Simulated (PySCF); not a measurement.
UHF on Be²⁺ (beryllium, charge +2)

Configuration: 1s2, closed-shell 1S. Computed with PySCF 2.14 in aug-cc-pVTZ with one added diffuse shell each of s, p, d, f type (6s5p4d3f, 62 functions), with the non-relativistic Hamiltonian (point nucleus).

| Item | Value |
| --- | --- |
| Total energy | -13.611159 hartree |
| One-electron energy | -15.8876 hartree |
| Hartree (Coulomb) energy | 4.5529 hartree |
| Exchange energy | -2.2765 hartree |
| Kinetic energy | 13.60301 hartree |
| ⟨S²⟩ | 0.0000 |
| ⟨L²⟩ | 0.000 |
| Sum of ⟨r⟩ | 0.8284 bohr |
| Sum of ⟨r²⟩ | 0.4637 bohr² |
| Density at the nucleus (Gaussians lack the cusp) | 33.4 bohr⁻³ |
| Langevin diamagnetic susceptibility | -0.367 ×10⁻⁶ cm³/mol |

| shell | electrons | mean orbital energy (hartree) | rms radius, mean of both spins (bohr) |
| --- | --- | --- | --- |
| 1s | 2 | -5.66735 | 0.482 |
